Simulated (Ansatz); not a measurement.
`[SH][Al]([Cl])[Br]` + HCl → `[Cl][Al]([Cl])[Br]` + H₂S at 400 K and 1 bar (ligand exchange at the Al–S bond).

Isolated molecules relaxed with PBE0-D4/def2-TZVP in Ansatz; ΔE leaves out vibrations. CBS: MP2 limit from def2 TZ/QZ plus the TZ coupled-cluster correction, frozen cores. This one scheme is used for every species. For Br outer-core shells are correlated without core-valence functions, which leaves a few kJ/mol of doubt a bond. Scalar relativity is left out up to krypton. One conformer a species, not always the lowest.

```csv
species,CCSD(T)/CBS energy (Eh),H − E (kJ/mol),S (J/(mol·K))
`[SH][Al]([Cl])[Br]`,-3673.67780,60.6,375.8
HCl,-460.38127,29.6,195.4
`[Cl][Al]([Cl])[Br]`,-3735.10209,36.2,356.4
H₂S,-398.97279,53.4,215.9
```

H − E and S are ideal-gas, rigid-rotor, harmonic terms from PBE0-D4/def2-TZVP, for one conformer and one mirror image of each species. 1 Eh = 2625.50 kJ/mol, R = 8.31446 J/(mol·K).

Problem. By hand: ΔE, ΔH, ΔS and ΔG.

Solution. ΔE = (-3735.10209) + (-398.97279) − (-3673.67780) − (-460.38127) = -0.01581 Eh = -41.5 kJ/mol. Δ(H − E) = 36.2 + 53.4 − 60.6 − 29.6 = -0.6, so ΔH = -42.1 kJ/mol. ΔS = 356.4 + 215.9 − 375.8 − 195.4 = 1.1 J/(mol·K). ΔG = -42.1 − 400 × (1.1)/1000 = -42.5 kJ/mol.

Problem. By hand: the equilibrium constant, and the temperature at which ΔG would vanish if ΔH and ΔS stayed fixed.

Solution. log₁₀ K = −ΔG/(RT ln 10) = 5.5. ΔH and −TΔS have one sign here, so there is no such temperature.

The number of gas molecules stays the same, so ΔS is small and ΔH decides. A doubt of 5 kJ/mol in ΔE shifts log₁₀ K by 0.7 here. Other conformers and mirror images would add mixing entropy, several J/(mol·K) or more a flexible species. These are equilibria of isolated gas molecules and say nothing of rates. Largest T1 diagnostic: 0.009 (customary marks: 0.02 for closed shells, 0.045 for open ones).

ΔS is within the doubt of such terms, so its sign, and with it that verdict, could turn.
